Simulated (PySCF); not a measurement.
Magnetic susceptibility: SMILES C=C(F)[SiH2]C(=O)OC, C4H7FO2Si

Geometry:
```json
{"atom": "C1", "x (Å)": "-3.136", "y (Å)": "-0.306", "z (Å)": "0.508"}
{"atom": "C2", "x (Å)": "-1.996", "y (Å)": "-0.394", "z (Å)": "-0.159"}
{"atom": "F3", "x (Å)": "-1.607", "y (Å)": "-1.623", "z (Å)": "-0.596"}
{"atom": "Si4", "x (Å)": "-0.765", "y (Å)": "0.978", "z (Å)": "-0.613"}
{"atom": "C5", "x (Å)": "0.883", "y (Å)": "0.518", "z (Å)": "0.264"}
{"atom": "O6", "x (Å)": "1.146", "y (Å)": "0.701", "z (Å)": "1.426"}
{"atom": "O7", "x (Å)": "1.712", "y (Å)": "-0.071", "z (Å)": "-0.600"}
{"atom": "C8", "x (Å)": "2.962", "y (Å)": "-0.528", "z (Å)": "-0.093"}
{"atom": "H9", "x (Å)": "-3.479", "y (Å)": "0.645", "z (Å)": "0.866"}
{"atom": "H10", "x (Å)": "-3.746", "y (Å)": "-1.171", "z (Å)": "0.710"}
{"atom": "H11", "x (Å)": "-0.520", "y (Å)": "0.956", "z (Å)": "-2.052"}
{"atom": "H12", "x (Å)": "-1.276", "y (Å)": "2.236", "z (Å)": "-0.077"}
{"atom": "H13", "x (Å)": "3.433", "y (Å)": "-1.091", "z (Å)": "-0.895"}
{"atom": "H14", "x (Å)": "2.802", "y (Å)": "-1.162", "z (Å)": "0.781"}
{"atom": "H15", "x (Å)": "3.582", "y (Å)": "0.323", "z (Å)": "0.196"}
```

Theory: GIAO B3LYP/pcSseg-1 magnetisability, rotational g tensor and spin-rotation constants, non-relativistic, gas phase in PySCF. Geometry: GFN2-xTB.

**Question.** What are the magnetisability and the molar susceptibility?

**Answer.** Isotropic -1077 × 10⁻³⁰ J/T², or -64.9 × 10⁻⁶ cm³/mol; principal values -1157, -1120, -955 × 10⁻³⁰ J/T², anisotropy 187 × 10⁻³⁰ J/T² (root of half the summed squared differences of the principal values). The susceptibility is in cgs units.

**Question.** Split it along the inertial axes a, b, c into diamagnetic and paramagnetic parts about the centre of mass, with the quadrupole moment.

**Answer.** 
| axis | χ (10⁻⁶ cm³/mol) | diamagnetic (10⁻⁶ cm³/mol) | paramagnetic (10⁻⁶ cm³/mol) | summed x² of all electrons (Å²) | quadrupole Θ (D Å) |
| --- | --- | --- | --- | --- | --- |
| a | -68.2 | -488.3 | 420.1 | 275.4 | +11.26 |
| b | -62.5 | -1364.0 | 1301.4 | 69.0 | -4.57 |
| c | -63.9 | -1460.8 | 1396.9 | 46.1 | -6.69 |

Anisotropies 2χaa − χbb − χcc = -10.0 and 2χbb − χaa − χcc = +7.0 × 10⁻⁶ cm³/mol. Θ is traceless in Buckingham's convention.

**Question.** And the rotational g tensor?

**Answer.** 
| axis | rotational constant (GHz) | g | nuclear part | electronic part |
| --- | --- | --- | --- | --- |
| a | 3.0525 | -0.0453 | 0.5571 | -0.6025 |
| b | 0.9420 | -0.0124 | 0.5636 | -0.5759 |
| c | 0.8673 | -0.0103 | 0.5589 | -0.5692 |

Asymmetric top; isotopes 12C, 19F, 1H, 16O, 28Si; no vibrational averaging.
